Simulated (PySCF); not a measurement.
Static response to an electric field

Species: C6H13NSi.
Cartesian coordinates in Å at the PBE0-D3(BJ)/def2-SVP level; atoms count from 1:
```
atom  x, y, z in Å
C1     3.3065   -0.3472    0.7285
C2     2.0477   -0.7024    0.9858
C3     1.0680   -1.2006   -0.0384
N4    -0.1417   -0.4198   -0.0819
C5    -0.0470    0.9435   -0.5733
C6    -1.3711    1.6387   -0.2599
C7    -2.5218    0.6552   -0.5228
Si8   -1.7845   -0.9730    0.0788
H9     3.9779    0.0045    1.5165
H10    3.7156   -0.4017   -0.2863
H11    1.6551   -0.6238    2.0076
H12    0.8025   -2.2452    0.2044
H13    1.5639   -1.2340   -1.0306
H14    0.1528    0.9636   -1.6674
H15    0.7951    1.4734   -0.0935
H16   -1.4753    2.5696   -0.8404
H17   -1.3736    1.9241    0.8059
H18   -2.7197    0.5660   -1.6050
H19   -3.4624    0.9613   -0.0421
H20   -2.1588   -1.3604    1.4796
H21   -2.1067   -2.1584   -0.7839
```

Level: wB97X-D/def2-SVPD (PySCF), static field, nuclei fixed, core orbitals frozen in the response. The polarisability tensor in these axes (au):

```
x   125.99   2.42   2.35
y     2.42  99.48  -3.10
z     2.35  -3.10  90.03
```

Problem. Give the principal values, the mean and the anisotropy Δα = √{½[(α1 − α2)² + (α2 − α3)² + (α1 − α3)²]}.

Solution. Principal values 88.87, 100.30 and 126.33 au; mean 105.17 au = 15.58 Å³ = 17.34 × 10⁻⁴⁰ C²·m²/J; Δα = 33.25 au (32 % of the mean).

Problem. What is the dipole moment, and where does it point?

Solution. (0.10, 0.64, -0.34) D, 0.73 D in size, pointing from the negative to the positive side. Measured along this direction, the outermost atoms are H20 at the negative end and H16 at the positive end.

Problem. How large is μ²/3kT at 500 K beside α?

Solution. In Gaussian units μ²/3kT = 2.60 Å³ against 15.58 Å³, a ratio of 0.17; the Debye molar polarisation (4π/3)N_A(α + μ²/3kT) is 45.9 cm³/mol, leaving out the vibrational part.

Problem. Along which axes do the principal values lie, and how far do the nuclei extend along each?

Solution. Largest value along (0.99, 0.08, 0.06), where the nuclei span 7.41 Å; middle along (-0.06, 0.95, -0.30), 5.04 Å; least along (-0.08, 0.30, 0.95), 3.07 Å. The response follows the extents in order.

Problem. Rayleigh depolarisation ratio (linearly polarised light, static tensor)?

Solution. ρ = 3Δα²/(45ᾱ² + 4Δα²) = 3317.0/(497691 + 4422.7) = 0.00661.

Problem. What would n − 1 = 2πNα be for an ideal gas of these molecules at 350 K and 1 atm, electronic part alone?

Solution. N = p/kT = 2.0968 × 10¹⁹ cm⁻³, so n − 1 = 2π × N × 15.58 × 10⁻²⁴ cm³ = 2053 × 10⁻⁶ at long wavelengths, for an ideal gas.

Isolated species at its PBE0-D3(BJ)/def2-SVP geometry (one conformer only).
